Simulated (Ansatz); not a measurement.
Species: C₂H₁₀OSi₂, net charge 0, singlet state. 
Geometry from a B3LYP-D3(BJ)/def2-TZVP (Ansatz, a first-principles code) optimisation:
```xyz
15

C     -2.6212     1.0509     0.2830
Si    -1.5864    -0.4112    -0.2267
O     -0.0018    -0.0485    -0.0061
Si     1.5574    -0.5405    -0.1403
C      2.6789     0.8309     0.4338
H     -2.3768     1.9295    -0.3171
H     -3.6837     0.8335     0.1496
H     -2.4550     1.2983     1.3333
H     -1.9350    -1.6023     0.5878
H     -1.8202    -0.7395    -1.6555
H      1.7608    -1.7570     0.6859
H      1.8426    -0.8859    -1.5557
H      2.5373     1.7288    -0.1708
H      3.7259     0.5288     0.3528
H      2.4794     1.0867     1.4762
```

Dipole moments at this geometry, in debye (magnitudes).

| level | program | dipole (D) |
|---|---|---|
| PBE/def2-TZVPD | Ansatz | 1.00 |
| revPBE/def2-TZVPD | Ansatz | 1.02 |
| r2SCAN/def2-TZVPD | Ansatz | 1.00 |
| B97M-V/def2-TZVPD | Ansatz | 1.26 |
| B3LYP/def2-TZVPD | Ansatz | 0.88 |
| PBE0/def2-TZVPD | Ansatz | 0.93 |
| BHLYP/def2-TZVPD | Ansatz | 0.80 |
| r2SCANh/def2-TZVPD | Ansatz | 0.97 |
| r2SCAN0/def2-TZVPD | Ansatz | 0.93 |
| HSE06/def2-TZVPD | Ansatz | 0.93 |
| LC-wPBE/def2-TZVPD | Ansatz | 0.88 |
| wB97M-V/def2-TZVPD | Ansatz | 0.92 |
| CCSD(T)/aug-cc-pV(D+d)Z | Ansatz | 0.85 |
